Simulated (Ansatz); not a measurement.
Isolated molecules relaxed with PBE0-D4/def2-TZVP in Ansatz; ΔE leaves out vibrations. CCSD(T)/CBS is the MP2 limit (def2-TZVPP, def2-QZVPP) plus CCSD(T) − MP2 in def2-TZVPP, frozen cores. DFT in def2-TZVPP. Each species was taken in one conformer, which may not be the lowest.

`B[C@@H](F)[C@H](O)F` + `CN[SiH2][SiH3]` → `BN(C)[SiH2][SiH3]` + `OC(F)CF`  (ligand exchange at a B–C bond)

```
  level  ΔE (kcal/mol)
PBE0-D4          -37.8
 B2PLYP          -38.1
```

(1) What does CCSD(T)/CBS give? (An estimate is asked.)

Largest T1 diagnostic among the species: 0.013.

Answers

(1) Computed: -38.6 kcal/mol. The listed levels differ from it by 0.8, 0.5 kcal/mol.

In def2-TZVPP, CCSD(T) changes the Hartree–Fock value by −4.4 kcal/mol (the triples alone add −0.9 kcal/mol) and MP2 by −5.2 kcal/mol. The D4 term adds −1.0 kcal/mol with B3LYP and −0.5 kcal/mol with PBE0; it sums over pairs of atoms, weighted by their polarisabilities, and B3LYP, whose exchange is more repulsive, gets the larger term.

B3LYP here is the variant with VWN-RPA as its local correlation; programs differ in this.
